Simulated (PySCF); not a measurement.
OZr, multiplicity 1. Atoms are numbered in the order given.

```xyz
2

Zr     0.0000     0.0000    -0.2841
O      0.0000     0.0000     1.4203
```

Geometry: PBE0-D3(BJ)/def2-TZVPD. The multiplicity is an assumed one; other spin states were not compared. The def2 effective core potentials stand for the cores of Zr; spin–orbit coupling is left out.

Calculation: PySCF with M06-2X/def2-TZVPD.

Mulliken values depend strongly on the basis, most of all with diffuse functions as here. ESP charges are fitted to the potential on shells at 1.4 to 2.0 van der Waals radii. Atomic charges (e):

| atom | ESP fit | Mulliken |
|---|---|---|
| Zr1 | 0.77 | 0.73 |
| O2 | -0.77 | -0.73 |
